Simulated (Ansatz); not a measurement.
`B/C=C(\O)CN`, relaxed with RKS PBE-D4/def2-SVP in the Gaussian-basis code of Ansatz from a rough embedded geometry. The force threshold is 0.03 eV/Å; the program also tests the step.

Total charge 0; spin multiplicity 1.

Start:

```xyz
14

B    -0.388   -1.839    1.739
C     0.414   -0.904    0.694
C    -0.049    0.266    0.297
O    -1.371    0.776    0.765
C     0.674    1.119   -0.695
N     0.298    0.777   -2.088
H     0.141   -2.844    2.028
H    -1.388   -1.483    2.181
H     1.349   -1.257    0.262
H    -1.721    1.595    0.434
H     1.770    0.964   -0.608
H     0.435    2.197   -0.554
H     0.559   -0.248   -2.247
H    -0.723    0.881   -2.207
```

(1) By how much does the energy fall, and how many steps does the optimiser take? (Best estimate.)

(2) Which bonds change most? (Best estimate.)

(3) Give the relaxed structure. (An estimate is asked.)

Results:

(1) Computed: 78.15 kJ/mol, in 9 steps.

(2) The calculation gave: C3–O4 from 1.492 to 1.353 Å; B1–C2 from 1.615 to 1.524 Å; B1–H8 from 1.149 to 1.218 Å; C2–C3 from 1.320 to 1.377 Å.

(3) Ansatz gave: 
```xyz
14

B    -0.343   -1.855    1.773
C     0.400   -0.932    0.814
C    -0.089    0.244    0.292
O    -1.345    0.660    0.575
C     0.655    1.092   -0.723
N     0.221    0.878   -2.106
H     0.189   -2.875    2.178
H    -1.467   -1.588    2.160
H     1.428   -1.164    0.485
H    -1.474    1.556    0.210
H     1.740    0.882   -0.649
H     0.524    2.171   -0.470
H     0.352   -0.114   -2.349
H    -0.791    1.046   -2.192
```
